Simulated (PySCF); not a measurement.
A GIAO shielding run with PySCF (density fitting, non-relativistic, gas phase) on SMILES CCC[P@]1(=N)C[C@@H](F)C1, C$_{6}$H$_{13}$FNP:

```
{"job": {"kind": "nmr", "xc": "PBE0", "basis": "pcSseg-1"}, "charge": 0, "multiplicity": 1}
C     -2.472626    -0.181209     0.188403
C     -1.948567     1.050236    -0.534166
C     -0.536927     0.818364    -1.054562
P      0.621425     0.477822     0.354322
N      0.524456     1.220679     1.713006
C      2.261515     0.146355    -0.512655
C      1.950556    -1.354881    -0.481988
F      3.027143    -2.125725    -0.111630
C      0.829892    -1.340705     0.568259
H     -1.837283    -0.392348     1.048807
H     -3.487506    -0.016665     0.541658
H     -2.473990    -1.045682    -0.473000
H     -2.608623     1.311691    -1.365296
H     -1.936688     1.892254     0.162981
H     -0.503698    -0.013276    -1.760197
H     -0.158271     1.713420    -1.559433
H      0.308243     2.205626     1.677169
H      3.077978     0.368366     0.176781
H      2.489635     0.564297    -1.490177
H      1.624711    -1.746929    -1.451498
H      1.237684    -1.510765     1.565897
H      0.000528    -2.021540     0.393726
```

Hardware: 1 thread of an Arm Neoverse N1, shared host. The job also computes population analyses, field gradients, ring-centre shieldings.

Q: How large is the calculation?

A: 80 electrons, 225 basis functions and 1182 auxiliary functions.

Q: How long does it take?

A: 84 s of wall time, with 14 SCF cycles and 5 response iterations. Times on a shared host scatter by some tens of per cent.
